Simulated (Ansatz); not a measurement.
Reaction (formal exchange of groups at a C–C bond): `CCC#CF` + `C[O][AlH][SH]` → `C[CH2][Al]([SH])[O]C` + `C#CF`

Gas-phase electronic energies from Ansatz, PBE0-D4/def2-TZVP geometries. CCSD(T)/CBS adds triple-zeta CCSD(T) − MP2 to the extrapolated MP2 energy (def2 sets, frozen cores). This one scheme is used for every species. Functionals use def2-TZVPP. Each species was taken in one conformer, which may not be the lowest.

`CCC#CF`:

Cartesian coordinates in Å:
```
C -0.879 1.004 0.118
C -0.196 -0.095 -0.689
C 0.800 -0.829 0.081
C 1.610 -1.415 0.736
F 2.478 -2.047 1.427
H -1.391 0.586 0.986
H -0.150 1.733 0.476
H -1.615 1.527 -0.497
H -0.944 -0.801 -1.065
H 0.287 0.337 -1.572
```

`C[O][AlH][SH]`:

Cartesian coordinates in Å:
```
C 0.624 1.227 0.409
O 0.740 -0.155 0.545
Al -0.053 -1.538 0.017
S -1.813 -1.396 -1.270
H -0.210 1.521 -0.242
H 0.465 1.691 1.388
H 1.543 1.642 -0.016
H 0.491 -2.940 0.464
H -1.788 -0.052 -1.296
```

`C[CH2][Al]([SH])[O]C`:

```xyz
15

C     0.635    0.865    2.550
C     0.190    1.277    1.147
Al   -0.011   -0.193   -0.111
S     0.395   -2.249    0.539
O    -0.496    0.100   -1.696
C    -0.749   -0.626   -2.858
H    -0.075    0.177    3.016
H     0.733    1.728    3.215
H     1.603    0.357    2.536
H    -0.764    1.815    1.189
H     0.898    1.994    0.714
H     0.107   -2.774   -0.665
H    -1.785   -0.478   -3.180
H    -0.590   -1.705   -2.727
H    -0.092   -0.288   -3.667
```

`C#CF`:

```xyz
4

C     0.292    0.562    0.138
C    -0.245   -0.472   -0.116
F    -0.818   -1.573   -0.386
H     0.771    1.483    0.364
```

| level | ΔE (kcal/mol) |
| --- | --- |
| B2PLYP | -2.4 |
| SCS-MP2/def2-TZVPP | -2.4 |
| HF/CBS(def2) | 0.4 |
| CCSD/CBS(def2) | -3.1 |

(1) What does CCSD(T)/CBS give? (Best estimate.)

Largest T1 diagnostic among the species: 0.013.

Results:

(1) Computed: -3.5 kcal/mol. The listed levels differ from it by 1.1, 1.1, 3.9, 0.4 kcal/mol.

The D4 term adds −1.2 kcal/mol with B3LYP and −0.7 kcal/mol with PBE0; it sums over pairs of atoms, weighted by their polarisabilities, and B3LYP, whose exchange is more repulsive, gets the larger term. In def2-TZVPP, CCSD(T) changes the Hartree–Fock value by −3.6 kcal/mol (the triples alone add −0.4 kcal/mol) and MP2 by −3.6 kcal/mol.

B3LYP here is the variant with VWN-RPA as its local correlation; programs differ in this.
